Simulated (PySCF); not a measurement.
Vertical excitations of a molecule CH₆N₂Si₂ from TDDFT-PBE/def2-SVPD in PySCF, as energy in eV (oscillator strength): 3.37 (0.001), 3.94 (0.003), 4.43 (0.013), 4.67 (0.002), 5.12 (0.001), 5.25 (0.003), 5.34 (0.015), 5.55 (0.006), 5.60 (0.032), 5.85 (0.009). Lowest triplet (TDA): 2.68 eV. The structure is a stationary point at B3LYP-D3(BJ)/def2-SVP. Other conformers were not sampled.

**Question.** Which molecule gave these data?
A) N[Si@H]1N=C[SiH2]1
B) C1=N[SiH2]N[SiH2]1
C) N[Si@H]1C=N[SiH2]1

**Answer.** C, N[Si@H]1C=N[SiH2]1
